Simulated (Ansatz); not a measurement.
Born–Oppenheimer molecular dynamics of CH6O3Si (11 atoms, charge 0, multiplicity 1). It starts from a relaxed structure.

Computed with Ansatz 0.2.0, RKS PBE/STO-3G.

- ensemble: NVE (velocity Verlet)
- time step: 0.5 fs
- steps asked: 150
- starting velocities drawn for: 300 K
- seed: 486662

First frame:

```xyz
11
Properties=species:S:1:pos:R:3
Si -0.134 -0.041 -0.025
O 0.160 -0.173 1.677
H -0.786 -0.112 2.088
O 1.448 -0.184 -0.691
H 1.933 -0.764 0.015
C -0.906 1.559 -0.647
H -2.003 1.470 -0.722
H -0.677 2.408 0.018
H -0.520 1.808 -1.650
O -1.243 -1.258 -0.545
H -0.780 -2.140 -0.264
```

Q: How far do the bonds stretch over the last three quarters of this one trajectory? (Pairs bonded in most of those frames.)

A: 
```tsv
bond	mean (Å)	spread (Å)	shortest	longest
Si1–O2	1.734	0.035	1.67	1.79
Si1–O4	1.721	0.021	1.69	1.76
Si1–C6	1.886	0.028	1.85	1.93
Si1–O10	1.731	0.034	1.67	1.78
O2–H3	1.036	0.016	1.01	1.06
O4–H5	1.035	0.008	1.02	1.05
C6–H7	1.105	0.033	1.05	1.16
C6–H8	1.103	0.014	1.08	1.13
C6–H9	1.105	0.018	1.07	1.14
O10–H11	1.035	0.004	1.03	1.04
```

Mean temperature of the second half: 142 K. The conserved energy stayed within 0.21 meV per atom of its start (net change 0.16 meV per atom), so the integration is sound. Over the second half the temperature averaged 0.47 of the 300 K drawn at the start: a run that starts near a minimum puts about half its kinetic energy into the potential. A run of 0.075 ps of so small a system gives no equilibrium averages. Limits of this set-up: minimal basis.

Time of the run: 4.3 min on 1 thread of Arm Neoverse V2, on a shared host, peak memory 0.087 GiB.
